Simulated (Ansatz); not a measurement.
Total energies of `C[Si](C)(C)O[Si](C)(C)O[Si](C)(C)O[Si](C)(C)O[Si](C)(C)O[Si](C)(C)O[Si](C)(C)C` from Ansatz at PBE0-D4/def2-SVP, gas phase (1 Eh = 27.2114 eV = 2625.5 kJ/mol). The reference geometry is relaxed at PBE-D4/def2-SVP.

```
                 state                    geometry  energy (Eh)
      charge 0 singlet                   reference  -3113.74304
      charge 1 doublet                   reference  -3113.42615
      charge 1 doublet  relaxed at PBE-D4/def2-SVP  -3113.43022
     charge -1 doublet                   reference  -3113.67824
 free C atom (triplet)                           –    -37.76066
free Si atom (triplet)                           –   -289.15194
 free O atom (triplet)                           –    -74.92490
 free H atom (doublet)                           –     -0.50029
```

Single mean-field runs in def2-SVP are fitted with def2-universal-jkfit.

Task: Work out the vertical ionisation energy to the doublet.

Result: E(charge 1 doublet) − E(charge 0 singlet) = -3113.42615 − (-3113.74304) = 0.31689 Eh = 8.62 eV. For comparison, −ε of the highest occupied level is 7.51 eV at this level, 1.11 eV less.

Task: Work out the vertical electron affinity, to the doublet.

Result: E(charge 0 singlet) − E(charge -1 doublet) = -3113.74304 − (-3113.67824) = -0.06480 Eh = -1.76 eV; negative, so the extra electron isn't bound. The basis lacks diffuse functions, which makes affinities too small.

Task: Give the fundamental gap IE − EA, the Mulliken electronegativity (IE + EA)/2 and the hardness (IE − EA)/2.

Result: From the values in Eh: IE − EA = 0.31689 − (-0.06480) = 0.38169 Eh = 10.39 eV; (IE + EA)/2 = 3.43 eV; (IE − EA)/2 = 5.19 eV. The HOMO–LUMO gap of the same run is 8.40 eV, 1.99 eV smaller than the fundamental gap.

Task: How much does the charge 1 doublet relax, and what is the adiabatic ionisation energy?

Result: Relaxation: -3113.42615 − (-3113.43022) = 0.00407 Eh = 0.11 eV. Adiabatic ionisation energy: 0.31282 Eh = 8.51 eV, without zero-point energy. 

Task: What is the binding energy per atom against free atoms?

Result: Atoms: 16 × (-37.76066) + 7 × (-289.15194) + 6 × (-74.92490) + 48 × (-0.50029) = -3101.79746 Eh. Binding: -3101.79746 − (-3113.74304) = 11.94558 Eh = 325.06 eV, or 4.22 eV for each of 77 atoms (no zero-point energy, no counterpoise term).

At PBE0-D4/def2-SVP the highest occupied level of the charge -1 doublet lies above zero (up to 2.73 eV). By energy differences it is unbound by 1.76 eV (vertical, against the charge 0 singlet, at PBE0-D4/def2-SVP) and held by the finite basis.
